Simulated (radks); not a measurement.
Q: All-electron atom: Rb3+ in [Ar] 3d9 4s2 4p4 4f1 (not the ground configuration). Method: scalar-relativistic Kohn-Sham, PBE, spin-unpolarised, spherical densities, finite nucleus; Fermi nuclear charge, rms radius 4.2036 fm; computed with a radial shooting solver on a logarithmic mesh with Libxc functionals. Some entries of the table are withheld. Estimate them.

orbital  occ.  eigenvalue (hartree)  <1/r> (bohr^-1)  r(max) (bohr)
1s          2             -554.8691            37.87            (1)
2s          2             -76.23515            8.434         0.1496
2p          6                   (2)            8.240         0.1196
3s          2             -13.15210            2.837         0.4489
3p          6             -10.45716            2.688         0.4437
3d          9              -6.01769            2.444         0.3880
4s          2              -2.73304            1.014          1.195
4p          4              -2.04927           0.9009          1.305
4d          0              -1.08628           0.6694            (3)
5s          0                   (4)           0.4280          2.861
5p          0              -0.72764           0.3719          3.297
4f          1              -0.44724           0.3144          3.303
5f          0              -0.26082           0.1946          7.389

A: 
(1) 1s r(max) (bohr): 0.02629
(2) 2p eigenvalue (hartree): -67.85809
(3) 4d r(max) (bohr): 1.640
(4) 5s eigenvalue (hartree): -0.90676
